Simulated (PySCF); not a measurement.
Compound: 3-bromopyridine, C5H4BrN.
InChI=1S/C5H4BrN/c6-5-2-1-3-7-4-5/h1-4H

Level of theory: PBE0-D3(BJ)/def2-SVP geometry optimisation, gas phase (PySCF 2.14.0).

Masses are those of the commonest isotopes; rigid-rotor values at the optimised geometry. 

Give the principal moments of inertia and the rotational constants in MHz.

Ia = 86.12, Ib = 502.44, Ic = 588.57 u·Å²; 505379 MHz·u·Å²/I gives A = 5868, B = 1006, C = 858.7 MHz.

Classify the top.

A near-prolate asymmetric top: κ = (2 × 1006 − 5868 − 858.7)/(5868 − 858.7) = -0.94.

What does the inertial defect say?

Planar: Δ = Ic − Ia − Ib = 0.00 u·Å². For a rigid frame Δ = −2 Σ m c², so it vanishes when all atoms lie in the ab plane; here none is more than 0.01 Å from it.

Give the coordinates in the principal-axis frame, origin at the centre of mass.

The sense of each axis is arbitrary; atoms in the order of the calculation.
| atom | mass (u) | a (Å) | b (Å) | c (Å) |
| --- | --- | --- | --- | --- |
| Br1 | 78.918 | 1.636 | -0.005 | 0.000 |
| C2 | 12.000 | -0.246 | 0.031 | 0.000 |
| C3 | 12.000 | -0.934 | 1.241 | 0.000 |
| C4 | 12.000 | -2.326 | 1.197 | 0.000 |
| C5 | 12.000 | -2.957 | -0.046 | 0.000 |
| N6 | 14.003 | -2.293 | -1.199 | 0.000 |
| C7 | 12.000 | -0.966 | -1.167 | 0.000 |
| H8 | 1.008 | -0.393 | 2.189 | 0.000 |
| H9 | 1.008 | -2.912 | 2.118 | 0.000 |
| H10 | 1.008 | -4.050 | -0.112 | 0.000 |
| H11 | 1.008 | -0.436 | -2.126 | 0.000 |

List the rotational levels J(Ka,Kc) to J = 4 (MHz).

Above 0(0,0):
J = 1: 1(0,1) 1864, 1(1,1) 6727, 1(1,0) 6874
J = 2: 2(0,2) 5590, 2(1,2) 10309, 2(1,1) 10750, 2(2,1) 25337, 2(2,0) 25340
J = 3: 3(0,3) 11171, 3(1,3) 15679, 3(1,2) 16562, 3(2,2) 30930, 3(2,1) 30947, 3(3,1) 55611, 3(3,0) 55611
J = 4: 4(0,4) 18596, 4(1,4) 22836, 4(1,3) 24308, 4(2,3) 38386, 4(2,2) 38435, 4(3,2) 63076, 4(3,1) 63076, 4(4,1) 97620, 4(4,0) 97620

Predict some low-J microwave lines.

The dipole components are |μa| = 0.41 D, |μb| = 1.93 D, |μc| = 0.00 D; the mirror of this Cs structure is the ab plane, so μc vanishes by symmetry and there are no c-type lines. Intensities carry the squares of the components, which stand as 0.05 : 1.00 (a : b). Some lines, for components of 0.1 D or more:

```tsv
type	branch	J(Ka,Kc)	MHz	lower level (cm⁻¹)
b	R	3(0,3) ← 2(1,2)	862	0.344
a	R	2(1,1) ← 1(1,0)	3876	0.229
b	R	5(0,5) ← 4(1,4)	5017	0.762
b	Q	4(1,3) ← 4(0,4)	5712	0.620
b	R	1(1,1) ← 0(0,0)	6727	0.000
a	R	5(1,5) ← 4(1,4)	8941	0.762
a	R	5(3,2) ← 4(3,1)	9334	2.104
b	Q	4(2,3) ← 4(1,4)	15549	0.762
b	R	2(2,1) ← 1(1,0)	18463	0.229
b	R	2(2,0) ← 1(1,1)	18613	0.224
b	R	4(2,3) ← 3(1,2)	21823	0.552
b	Q	4(3,2) ← 4(2,3)	24690	1.280
b	Q	5(3,3) ← 5(2,4)	24708	1.591
b	R	5(3,2) ← 4(2,3)	34025	1.280
b	Q	4(4,1) ← 4(3,2)	34545	2.104
b	R	5(4,2) ← 4(3,1)	43874	2.104
```

Estimate the classical rotational partition function at 10 K, 100 K and 500 K.

Point group Cs, symmetry number σ = 1; q = (√π/σ)·√((kT/h)³/(ABC)), k/h = 20836.6 MHz/K: 2370 at 10 K, 74900 at 100 K, 837000 at 500 K.

No PBE0-D3(BJ)/def2-SVP frequencies stand behind this structure, so it isn't proved a minimum. These are rigid-rotor constants of the computed structure; measured ground-state constants (B0) also hold zero-point vibration. Quadrupole hyperfine structure (14N, 79Br) is left out.
